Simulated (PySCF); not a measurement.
PySCF input file for Bi(Br)(Me)2 (C₂H₆BiBr), SMILES [Br][Bi]([CH3])[CH3], B3LYP-D3(BJ)/def2-SVP. The structure is a stationary point at B3LYP-D3(BJ)/def2-SVP. The def2 effective core potentials stand for the cores of Bi; spin–orbit coupling is left out.

```python
import numpy as np
from pyscf import gto, scf, dft, df
from pyscf.hessian import thermo

mol = gto.M(
    atom='''
    Bi   -0.61914091    0.32487140   -0.00000001
    Br    2.01159837   -0.10671628    0.00000000
    C    -1.03550545   -1.21074307    1.64759056
    H    -0.74177904   -0.79122046    2.61920072
    H    -2.10990949   -1.44955316    1.64689640
    H    -0.44390234   -2.10939592    1.42938773
    C    -1.03550545   -1.21074311   -1.64759052
    H    -0.74177904   -0.79122053   -2.61920069
    H    -0.44390234   -2.10939596   -1.42938768
    H    -2.10990948   -1.44955320   -1.64689636
    ''',
    basis='def2-SVP',
    ecp={'Bi': 'def2-svp'},
    charge=0,
    spin=0,
    max_memory=1600,
    verbose=3,
)
mf = dft.RKS(mol, xc='b3lyp').density_fit(auxbasis='def2-universal-jkfit')
mf.disp = 'd3bj'
mf.grids.level = 3
mf.conv_tol = 1e-11
mf.max_cycle = 100
mf.kernel()

# [left out here: the lines that compute and print the analytic Hessian (its translational invariance restored by hand, since the grid's response is missing), thermochemistry and intensities]
```

Log of the run:

```
converged SCF energy = -2868.39551264343

WARN: DFTD3 does not support analytical Hessian, using finite difference


WARN: Mole.unit (angstrom) is changed to Bohr

Mode                                 0                   1                   2
Irrep
Freq [cm^-1]                       76.4473             95.2811            112.6199
Reduced mass [au]                   1.0859              1.0779              2.7355
Force const [Dyne/A]                0.0037              0.0058              0.0204
Char temp [K]                     109.9906            137.0883            162.0350
Normal mode                   x     y     z       x     y     z       x     y     z
       0  Bi                 0.00 -0.00  0.01    0.00  0.00  0.00   -0.00  0.00  0.01
       1  Br                 0.00  0.00 -0.02    0.01 -0.00 -0.00   -0.00 -0.00 -0.04
       2   C                -0.04  0.00  0.00   -0.04 -0.02 -0.03   -0.15  0.02  0.00
       3   H                -0.41  0.13  0.06   -0.41  0.08  0.04   -0.08 -0.03  0.00
       4   H                 0.02 -0.27 -0.28    0.02 -0.29 -0.32   -0.18  0.18  0.01
       5   H                 0.25  0.14  0.20    0.25  0.12  0.15   -0.28 -0.06 -0.01
       6   C                 0.04 -0.00  0.00   -0.04 -0.02  0.03    0.15 -0.02  0.00
       7   H                 0.41 -0.13  0.06   -0.41  0.08 -0.04    0.08  0.03  0.00
       8   H                -0.25 -0.14  0.20    0.25  0.12 -0.15    0.28  0.06 -0.01
       9   H                -0.02  0.27 -0.28    0.02 -0.29  0.32    0.18 -0.18  0.01
Mode                                 3                   4                   5
Irrep
Freq [cm^-1]                      119.1519            157.3148            208.6521
Reduced mass [au]                   3.0952              2.5428             80.2117
Force const [Dyne/A]                0.0259              0.0371              2.0575
Char temp [K]                     171.4331            226.3409            300.2039
Normal mode                   x     y     z       x     y     z       x     y     z
       0  Bi                 0.01 -0.01  0.00   -0.00 -0.02 -0.00   -0.04  0.01  0.00
       1  Br                 0.02  0.03 -0.00    0.00  0.00  0.00    0.09 -0.02 -0.00
       2   C                -0.14  0.01 -0.02   -0.00  0.11  0.11   -0.00 -0.00 -0.00
       3   H                -0.11 -0.04 -0.01   -0.07  0.26  0.07    0.02 -0.00 -0.01
       4   H                -0.17  0.15 -0.04    0.01  0.05  0.10    0.00 -0.01  0.02
       5   H                -0.26 -0.07 -0.01    0.06  0.11  0.26    0.00  0.01 -0.02
       6   C                -0.14  0.01  0.02   -0.00  0.11 -0.11   -0.00 -0.00  0.00
       7   H                -0.11 -0.04  0.01   -0.07  0.26 -0.07    0.02 -0.00  0.01
       8   H                -0.26 -0.07  0.01    0.06  0.11 -0.26    0.00  0.01  0.02
       9   H                -0.17  0.15  0.04    0.01  0.05 -0.10    0.00 -0.01 -0.02
Mode                                 6                   7                   8
Irrep
Freq [cm^-1]                      458.9913            459.2679            699.2188
Reduced mass [au]                   4.1318              4.1944              1.1279
Force const [Dyne/A]                0.5129              0.5213              0.3249
Char temp [K]                     660.3863            660.7842           1006.0201
Normal mode                   x     y     z       x     y     z       x     y     z
       0  Bi                 0.00  0.00 -0.02   -0.00 -0.02 -0.00    0.00  0.00  0.00
       1  Br                 0.00 -0.00  0.00   -0.00  0.00 -0.00    0.00  0.00 -0.00
       2   C                -0.04 -0.12  0.13    0.04  0.12 -0.13   -0.02 -0.04 -0.05
       3   H                -0.02 -0.11  0.12    0.02  0.11 -0.12    0.11  0.41 -0.28
       4   H                -0.03 -0.14  0.15    0.03  0.13 -0.14   -0.02 -0.07  0.28
       5   H                -0.02 -0.10  0.11    0.02  0.10 -0.10    0.03 -0.09  0.30
       6   C                 0.04  0.12  0.13    0.04  0.12  0.13    0.02  0.04 -0.05
       7   H                 0.02  0.11  0.12    0.02  0.11  0.12   -0.11 -0.41 -0.28
       8   H                 0.02  0.10  0.11    0.02  0.10  0.10   -0.03  0.09  0.30
       9   H                 0.03  0.13  0.15    0.03  0.13  0.14    0.02  0.07  0.28
Mode                                 9                  10                  11
Irrep
Freq [cm^-1]                      724.0574            730.9466            800.4153
Reduced mass [au]                   1.1630              1.1789              1.2089
Force const [Dyne/A]                0.3592              0.3711              0.4563
Char temp [K]                    1041.7574           1051.6694           1151.6194
Normal mode                   x     y     z       x     y     z       x     y     z
       0  Bi                 0.00 -0.00  0.00    0.00 -0.00 -0.00   -0.00 -0.00  0.00
       1  Br                 0.00  0.00 -0.00    0.00  0.00  0.00   -0.00  0.00  0.00
       2   C                -0.07  0.03 -0.00   -0.07  0.03 -0.01    0.01  0.06  0.06
       3   H                 0.15 -0.05 -0.04    0.17  0.03 -0.08   -0.08 -0.39  0.28
       4   H                 0.01 -0.33  0.28    0.01 -0.35  0.32    0.02  0.01 -0.21
       5   H                 0.18  0.27 -0.31    0.18  0.25 -0.25    0.00  0.14 -0.32
       6   C                 0.07 -0.03 -0.00   -0.07  0.03  0.01    0.01  0.06 -0.06
       7   H                -0.15  0.05 -0.04    0.17  0.03  0.08   -0.08 -0.39 -0.28
       8   H                -0.18 -0.27 -0.31    0.18  0.25  0.25    0.00  0.14  0.32
       9   H                -0.01  0.33  0.28    0.01 -0.35 -0.32    0.02  0.01  0.21
Mode                                12                  13                  14
Irrep
Freq [cm^-1]                     1175.4028           1188.9069           1417.8130
Reduced mass [au]                   1.1956              1.1878              1.0626
Force const [Dyne/A]                0.9732              0.9892              1.2585
Char temp [K]                    1691.1429           1710.5723           2039.9173
Normal mode                   x     y     z       x     y     z       x     y     z
       0  Bi                -0.00 -0.00  0.00    0.00 -0.00 -0.00   -0.00 -0.00  0.00
       1  Br                -0.00 -0.00 -0.00   -0.00  0.00 -0.00   -0.00 -0.00  0.00
       2   C                -0.02 -0.06  0.06   -0.02 -0.06  0.06   -0.01  0.03  0.03
       3   H                 0.11  0.32 -0.16    0.11  0.31 -0.16    0.28  0.09 -0.09
       4   H                -0.07  0.24 -0.27   -0.07  0.25 -0.27    0.09 -0.38 -0.33
       5   H                 0.15  0.15 -0.30    0.15  0.16 -0.30   -0.29 -0.16  0.00
       6   C                 0.02  0.06  0.06   -0.02 -0.06 -0.06    0.01 -0.03  0.03
       7   H                -0.11 -0.32 -0.16    0.11  0.31  0.16   -0.28 -0.09 -0.09
       8   H                -0.15 -0.15 -0.30    0.15  0.16  0.30    0.29  0.16  0.00
       9   H                 0.07 -0.24 -0.27   -0.07  0.25  0.27   -0.09  0.38 -0.33
Mode                                15                  16                  17
Irrep
Freq [cm^-1]                     1426.7442           1427.7702           1438.6497
Reduced mass [au]                   1.0576              1.0625              1.0603
Force const [Dyne/A]                1.2684              1.2761              1.2930
Char temp [K]                    2052.7673           2054.2434           2069.8967
Normal mode                   x     y     z       x     y     z       x     y     z
       0  Bi                -0.00  0.00  0.00    0.00 -0.00  0.00   -0.00  0.00 -0.00
       1  Br                -0.00 -0.00  0.00    0.00  0.00 -0.00   -0.00 -0.00  0.00
       2   C                -0.00  0.03  0.03    0.05 -0.00  0.01   -0.05  0.01 -0.01
       3   H                 0.25  0.12 -0.10   -0.39  0.26  0.02    0.41 -0.26 -0.03
       4   H                 0.09 -0.38 -0.32    0.06 -0.12  0.18   -0.05  0.08 -0.21
       5   H                -0.31 -0.17 -0.02   -0.27 -0.12 -0.34    0.24  0.10  0.34
       6   C                -0.00  0.03 -0.03   -0.05  0.00  0.01   -0.05  0.01  0.01
       7   H                 0.25  0.12  0.10    0.39 -0.26  0.02    0.41 -0.26  0.03
       8   H                -0.31 -0.17  0.02    0.27  0.12 -0.34    0.24  0.10 -0.34
       9   H                 0.09 -0.38  0.32   -0.06  0.12  0.18   -0.05  0.08  0.21
Mode                                18                  19                  20
Irrep
Freq [cm^-1]                     3042.6642           3043.1070           3156.4191
Reduced mass [au]                   1.0289              1.0291              1.1052
Force const [Dyne/A]                5.6121              5.6149              6.4875
Char temp [K]                    4377.7163           4378.3534           4541.3843
Normal mode                   x     y     z       x     y     z       x     y     z
       0  Bi                -0.00 -0.00  0.00    0.00  0.00  0.00    0.00  0.00 -0.00
       1  Br                 0.00 -0.00  0.00   -0.00  0.00  0.00   -0.00  0.00  0.00
       2   C                 0.01  0.02 -0.02    0.01  0.02 -0.02    0.06  0.00  0.02
       3   H                 0.11  0.15  0.32    0.10  0.15  0.32   -0.10 -0.16 -0.35
       4   H                -0.46 -0.09 -0.01   -0.46 -0.09 -0.01   -0.47 -0.10  0.00
       5   H                 0.20 -0.29 -0.08    0.20 -0.28 -0.08   -0.13  0.21  0.06
       6   C                 0.01  0.02  0.02   -0.01 -0.02 -0.02   -0.06 -0.00  0.02
       7   H                 0.11  0.15 -0.32   -0.10 -0.15  0.32    0.10  0.16 -0.35
       8   H                 0.20 -0.29  0.08   -0.20  0.28 -0.08    0.13 -0.21  0.06
       9   H                -0.45 -0.09  0.01    0.46  0.09 -0.01    0.47  0.10  0.00
Mode                                21                  22                  23
Irrep
Freq [cm^-1]                     3157.1194           3177.1312           3177.5675
Reduced mass [au]                   1.1056              1.1077              1.1079
Force const [Dyne/A]                6.4925              6.5879              6.5909
Char temp [K]                    4542.3919           4571.1844           4571.8122
Normal mode                   x     y     z       x     y     z       x     y     z
       0  Bi                -0.00 -0.00 -0.00   -0.00 -0.00  0.00    0.00  0.00  0.00
       1  Br                 0.00  0.00 -0.00    0.00 -0.00 -0.00   -0.00  0.00 -0.00
       2   C                -0.06 -0.00 -0.02   -0.02  0.05  0.04    0.02 -0.05 -0.04
       3   H                 0.10  0.15  0.34   -0.12 -0.16 -0.37    0.12  0.16  0.36
       4   H                 0.48  0.10 -0.00    0.06  0.02  0.01   -0.06 -0.02 -0.01
       5   H                 0.12 -0.20 -0.06    0.28 -0.42 -0.11   -0.28  0.42  0.10
       6   C                -0.06 -0.00  0.02    0.02 -0.05  0.04    0.02 -0.05  0.04
       7   H                 0.10  0.15 -0.34    0.12  0.16 -0.36    0.12  0.16 -0.36
       8   H                 0.12 -0.20  0.06   -0.28  0.42 -0.11   -0.29  0.42 -0.10
       9   H                 0.48  0.10  0.00   -0.06 -0.02  0.01   -0.06 -0.02  0.01
temperature 298.1500 [K]
pressure 101325.00 [Pa]
Rotational constants [GHz] 3.18328 0.98923 0.95468
Symmetry number 1
Zero-point energy (ZPE) 0.07170 [Eh]   188242.327 [J/mol]
                           tot       elec      trans        rot        vib
Entropy [J/mol/K]       391.175      0.000    180.646    121.586     88.943
Cv [J/mol/K]            100.458      0.000     12.472     12.472     75.515
Cp [J/mol/K]            108.772      0.000     20.786     12.472     75.515
Internal energy [J/mol]                      3718.434   3718.434 201585.230
Internal energy [Eh]   -2868.31590  -2868.39551
Enthalpy [J/mol]                             6197.391   3718.434 201585.230
Enthalpy [Eh]          -2868.31496
Gibbs free energy [J/mol]                  -47662.129 -32532.523 175066.884
Gibbs free energy [Eh] -2868.35938
static polarisability / bohr^3: [[95.54   4.122 -0.   ]
 [ 4.12  72.055 -0.   ]
 [ 0.     0.    80.83 ]]
largest difference of analytic and finite-field dipole derivatives / e: 0.001426252225625535
mode   freq/cm-1   IR/(km/mol)   Raman/(A^4/amu)   depolarisation
   1       76.45         0.024             0.394            0.750
   2       95.28         0.034             0.859            0.750
   3      112.62         0.197             4.666            0.750
   4      119.15         0.230             4.430            0.720
   5      157.31         0.496             5.125            0.737
   6      208.65        16.253             8.329            0.306
   7      458.99        19.188            26.882            0.750
   8      459.27        12.785            45.985            0.093
   9      699.22         4.622             0.282            0.750
  10      724.06         0.000             1.408            0.750
  11      730.95        16.743             2.138            0.715
  12      800.42        16.585             3.972            0.735
  13     1175.40         6.104            13.938            0.750
  14     1188.91         1.514            18.531            0.143
  15     1417.81         4.165             8.437            0.750
  16     1426.74         4.425            19.551            0.686
  17     1427.77         0.248            18.326            0.750
  18     1438.65        10.746             2.986            0.572
  19     3042.66        10.533           270.475            0.020
  20     3043.11         8.538             6.780            0.749
  21     3156.42         1.115            32.227            0.750
  22     3157.12         6.694           151.037            0.747
  23     3177.13         3.342             8.316            0.750
  24     3177.57         1.258           115.293            0.739
max |gradient| / (hartree/bohr): 3.891629862584975e-05
APT charges: [ 0.9303 -0.5067 -0.1724 -0.0056 -0.0246 -0.0092 -0.1724 -0.0056 -0.0092
 -0.0246]
```

The calculation finished and met its thresholds.

Cost: about 7 core-minutes (a rough figure).
